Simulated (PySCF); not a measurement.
Isomers of C2H10FN2Si2 (doublet state), one GFN2-xTB conformer each. Single-point energies are computed at B3LYP/pcH-1 (PySCF, gas phase, no added dispersion term), electronic only. GFN2-xTB treats the open shell by occupation alone, and not every SCF solution was tested for stability.

Question: Rank them by B3LYP/pcH-1 energy, lowest first (kJ/mol).
A. `[CH3:1][NH:2][SiH2:3][Si@@:4]([CH3:5])([NH:6])[F:7]` (doublet state) with C1–N2–Si3–Si4 -57°, N2–Si3–Si4–C5 -157°, Si3–Si4–N6–H 96°
B. `[CH3:1][N:2][SiH2:3][Si@:4]([CH3:5])([NH2:6])[F:7]` (doublet state) with C1–N2–Si3–Si4 -100°, N2–Si3–Si4–C5 82°, Si3–Si4–N6–H 59° and -76°

Answer: B (0.0), A (28.5).

GFN2-xTB itself gives, in the same order: 0.0, 9.5. Both levels put the same isomer lowest.

As an exercise, what shares would exp(−E/RT) give at 2000 K from these electronic energies alone (no entropy, no degeneracies)?

RT = 16.629 kJ/mol: C[N][SiH2][Si@](C)(N)F 84.7 %, CN[SiH2][Si@@](C)([NH])F 15.3 %.
